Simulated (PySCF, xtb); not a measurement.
Zn(H)(OMe) (CH4OZn), SMILES C[O][ZnH].

Harmonic wavenumbers (cm⁻¹) from GFN2-xTB (xtb 6.7.1) at its own minimum, in rising order: 75, 179, 263, 281, 416, 1121, 1150, 1152, 1425, 1488, 1491, 1909, 2892, 2898, 2920.

Task: What does B3LYP-D3(BJ)/def2-TZVP (PySCF 2.14.0) give at its own minimum? (The exact figures need the calculation; the answer reports its results.)

Result: 78, 166, 475, 490, 572, 1116, 1172, 1194, 1486, 1500, 1502, 1980, 2965, 3004, 3036. Paired by order, the mean absolute difference is 74 cm⁻¹ and the zero-point energies are 28.1 and 29.6 kcal/mol.
